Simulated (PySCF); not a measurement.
Ne+: ionisation energy

Ne+ [He] 2s2 2p5 (2P) → Ne(2+) [He] 2s2 2p4 (3P), as a difference of total energies. All numbers are calculated (PySCF 2.14, the non-relativistic Hamiltonian (point nucleus), in aug-cc-pVDZ). Correlated levels: valence: 1s2 frozen. The calculations carry no spin-orbit coupling.

```tsv
method	ionisation energy (eV)
UHF	39.321
LDA	41.516
PBE	41.219
PBE0	41.077
r2SCAN	41.210
revPBE	41.086
BP86	41.349
B2PLYP	40.974
TPSS	40.987
MP2 (valence)	40.532
SCS-MP2 (valence)	40.480
```

Question: How much does correlation contribute at MP2 (valence)?

Answer: 40.532 − (39.321) = 1.211 eV, measured against UHF.

Errors of the correlated levels include the incompleteness of this basis and the frozen core.

For comparison: 40.963 eV (measured; NIST Atomic Spectra Database, ionization energies).
